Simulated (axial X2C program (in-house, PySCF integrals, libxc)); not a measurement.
**SI⁻: cheaper levels and CCSD(T), two-component**

Calculated with an in-house relativistic program for diatomic molecules. Two-component (2c) means X2C with spin–orbit coupling and atomic mean-field two-electron Coulomb and Gaunt terms. Basis: I dyall-acv3z [12s13p9d5f1g], S dyall-av3z [9s8p3d2f] (cores contracted in-house); Gaussian nuclei, density fitting, unrestricted open shells. Masses: I 126.904 u, S 31.972 u.

State: Ω = 0 (closed shell); fragments I- + S.

| level | Re (Å) | ωe (cm⁻¹) | De (eV) |
| --- | --- | --- | --- |
| PBE0 | 2.405 | 348.2 | 1.79 |
| HF | 2.427 | 337.0 | 0.127 |
| MP2 | 2.403 | 360.9 | 1.71 |
| CCSD | 2.432 | 335.0 | 1.51 |
| PBE50 | 2.381 | 366.3 | 1.58 |

Correlated methods: 14 electrons correlated (number of frozen shells: I 4 s, 3 p, 2 d; S 2 s, 1 p), 276 virtual spin orbitals or spinors in MP2, 90 natural virtuals in coupled cluster.

CCSD(T), same Hamiltonian and basis:

Re = 2.438 Å, ωe = 330.0 cm⁻¹, De = 1.62 eV; T1 = 0.011 (Lee–Taylor normalisation).

Question: Give the differences from CCSD(T) in the columns below.

Answer: 

| level | ΔRe (Å) | Δωe (cm⁻¹) | ΔDe (eV) |
| --- | --- | --- | --- |
| PBE0 | -0.033 | 18 | 0.17 |
| HF | -0.011 | 7 | -1.49 |
| MP2 | -0.035 | 31 | 0.09 |
| CCSD | -0.006 | 5 | -0.11 |
| PBE50 | -0.057 | 36 | -0.04 |

One determinant describes the state; a PBE0 search over occupations chose it and may have missed a lower one. Closed shells are restricted here (equal orbitals for both partners); the stretched side of such a curve lies too high. De is counted from the lowest determinant-based energies of the atoms at the same level, without counterpoise correction. CCSD and (T) use frozen natural virtuals with an MP2 correction for the truncation; (T) itself is uncorrected, so its De runs slightly low. In 2c an atomic determinant is not the ground J level, so De misses part of the atomic spin–orbit lowering. This holds for PBE0, PBE50. Without a current term, density functionals place determinants with orbital angular momentum somewhat too high. Hartree–Fock gets electron affinities wrong, so its lowest charge split need not be the true one.
